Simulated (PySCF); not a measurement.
# Two-component Hartree-Fock for Zr²⁺ (zirconium, charge +2)

Start: [Kr] 4d2; 4d3/2 filled at m_j = +1/2, +3/2. Calculated with PySCF 2.14 in x2c-SVPall-2c: generalised Hartree-Fock with the X2C-1e Hamiltonian and a Gaussian nucleus; one run each with spin-orbit coupling (SO) switched off, then screened by Boettger's factors.

```json
{"spinor shell": "1s1/2", "electrons": "2", "ε, spin-free (eV)": "-18109.3", "ε, screened SO (eV)": "-18108.5", "weight of nominal j (screened SO)": "1.000", "rms radius, screened SO (bohr)": "0.0426"}
{"spinor shell": "2s1/2", "electrons": "2", "ε, spin-free (eV)": "-2592.4", "ε, screened SO (eV)": "-2592.2", "weight of nominal j (screened SO)": "1.000", "rms radius, screened SO (bohr)": "0.176"}
{"spinor shell": "2p1/2", "electrons": "2", "ε, spin-free (eV)": "-2307.9", "ε, screened SO (eV)": "-2367.3", "weight of nominal j (screened SO)": "1.000", "rms radius, screened SO (bohr)": "0.154"}
{"spinor shell": "2p3/2", "electrons": "4", "ε, spin-free (eV)": "-2307.9", "ε, screened SO (eV)": "-2279.8", "weight of nominal j (screened SO)": "1.000", "rms radius, screened SO (bohr)": "0.158"}
{"spinor shell": "3s1/2", "electrons": "2", "ε, spin-free (eV)": "-467.84", "ε, screened SO (eV)": "-467.74", "weight of nominal j (screened SO)": "1.000", "rms radius, screened SO (bohr)": "0.488"}
{"spinor shell": "3p1/2", "electrons": "2", "ε, spin-free (eV)": "-372.26", "ε, screened SO (eV)": "-382.09", "weight of nominal j (screened SO)": "1.000", "rms radius, screened SO (bohr)": "0.489"}
{"spinor shell": "3p3/2", "electrons": "4", "ε, spin-free (eV)": "-372.26", "ε, screened SO (eV)": "-367.51", "weight of nominal j (screened SO)": "1.000", "rms radius, screened SO (bohr)": "0.499"}
{"spinor shell": "3d3/2", "electrons": "4", "ε, spin-free (eV)": "-215.15", "ε, screened SO (eV)": "-216.81", "weight of nominal j (screened SO)": "0.992", "rms radius, screened SO (bohr)": "0.493"}
{"spinor shell": "4s1/2", "electrons": "2", "ε, spin-free (eV)": "-82.313", "ε, screened SO (eV)": "-82.268", "weight of nominal j (screened SO)": "1.000", "rms radius, screened SO (bohr)": "1.30"}
{"spinor shell": "4p1/2", "electrons": "2", "ε, spin-free (eV)": "-54.953", "ε, screened SO (eV)": "-57.857", "weight of nominal j (screened SO)": "0.767", "rms radius, screened SO (bohr)": "1.46"}
{"spinor shell": "4p3/2", "electrons": "4", "ε, spin-free (eV)": "-54.953", "ε, screened SO (eV)": "-53.479", "weight of nominal j (screened SO)": "0.884", "rms radius, screened SO (bohr)": "1.47"}
{"spinor shell": "4d3/2", "electrons": "2", "ε, spin-free (eV)": "-22.806", "ε, screened SO (eV)": "-22.835", "weight of nominal j (screened SO)": "0.780", "rms radius, screened SO (bohr)": "2.18"}
```

Question: Where does 3d5/2 lie, and what is the 3d spin-orbit splitting (screened SO)?

Answer: At -213.93 eV, 2.881 eV above 3d3/2.

```
   quantity    spin-free  screened SO
E (hartree)  -3595.05620  -3595.38900
        M_J            2            2
       ⟨J²⟩        8.007        7.425
       ⟨L²⟩       12.006       11.950
       ⟨S²⟩        2.001        1.986
```

The determinant has a definite M_J but mixes levels of different J.

Each row is a mean over spinors that exchange with the open shell spreads, by up to 2.753 eV (4p1/2).

Rows whose weight is well below 1 are mixtures of j = l ± 1/2: exchange outweighs spin-orbit coupling there, and the label is only the starting occupation.

Breit and QED terms are absent; they matter most for the inner s and p1/2 levels.

Densities and radii are taken from the X2C orbitals without a picture-change correction, which distorts them close to the nucleus.

Without spin-orbit coupling the j labels of p, d and f shells carry no meaning; the spin-free column gives the mean over the occupied spinors of each nl shell, and its ⟨J²⟩ belongs to a mixture of degenerate components.
